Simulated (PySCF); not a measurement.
Simulation results for ClGeH5Si

Computed with PySCF 2.14.0. Calculation on a computer-drawn molecule: optimised geometry and harmonic frequencies of an isolated molecule of the commonest isotopes, restricted reference for singlets and unrestricted otherwise, frozen core in MP2; on germanium a core potential holds 10 electrons, which the energies leave out, and 3d is frozen in MP2 and coupled-cluster steps.

Entry: ClGeH5Si

Start structure:
```xyz
8
ClGeH5Si
Cl    -1.0253     2.6749     2.4788
Si     0.2024     1.1981     2.5851
Ge     1.4623     1.1186     0.6583
H      1.0383     1.3180     3.7761
H     -0.5539    -0.0448     2.7523
H      2.3474     2.2813     0.3739
H      0.7474     0.9299    -0.6694
H      2.4881    -0.0943     0.6178
```

- charge: 0
- multiplicity: 1
- method: HF
- basis: cc-pV(D+d)Z
- basis and core potential on germanium: cc-pVDZ-PP ECP10MDF
- rotational constants: 9.997, 1.426, 1.287 GHz
- total energy: -1044.7734 hartree
- convergence status largest gradient component: 2.22e-05 hartree/bohr

Drawn bonds:
```csv
atom,other atom,order
1,2,1
2,3,1
2,4,1
2,5,1
3,6,1
3,7,1
3,8,1
```

Optimised structure:
```xyz
8
ClGeH5Si
Cl    -1.0816     2.7599     2.4716
Si     0.2307     1.1442     2.5777
Ge     1.5521     1.0694     0.5756
H      1.0683     1.3358     3.7771
H     -0.5845    -0.0750     2.7389
H      2.3645     2.3591     0.4376
H      0.6425     0.9107    -0.6448
H      2.5147    -0.1224     0.6392
```

Modes:
```csv
frequency (cm⁻¹),reduced mass (dalton)
94.69,1.098
116.9,9.942
354.5,5.943
381.9,1.039
509.2,1.365
555.1,5.74
614.6,1.227
754.9,1.028
855.1,1.069
917.6,1.078
962.9,1.018
966.4,1.024
1027,1.052
2214,1.022
2226,1.024
2234,1.013
2335,1.029
2340,1.053
```
